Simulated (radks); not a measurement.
Removal energies from neutral potassium, [Ar] 4s1, by Delta-SCF beside the eigenvalue of the level emptied. Method: Dirac Kohn-Sham, PBE, spin-unpolarised, spherical densities, finite nucleus; Fermi nuclear charge, rms radius of each element as measured or else 0.836 A^(1/3) + 0.57 fm; computed with a radial shooting solver on a logarithmic mesh with Libxc functionals. Sub-shells are occupied by j as written (lower j first in brackets).

| removed from | final configuration | Delta-SCF (eV) | -eigenvalue (eV) |
|---|---|---|---|
| 4s1/2 | [Ar] | 4.314 | 2.319 |
| 3p3/2 | [Ne] 3s2 3p(1/2: 2, 3/2: 3) 4s1 | 24.833 | 18.723 |
| 3p1/2 | [Ne] 3s2 3p(1/2: 1, 3/2: 4) 4s1 | 25.126 | 18.990 |
| 3s1/2 | [Ne] 3s1 3p6 4s1 | 41.993 | 35.340 |
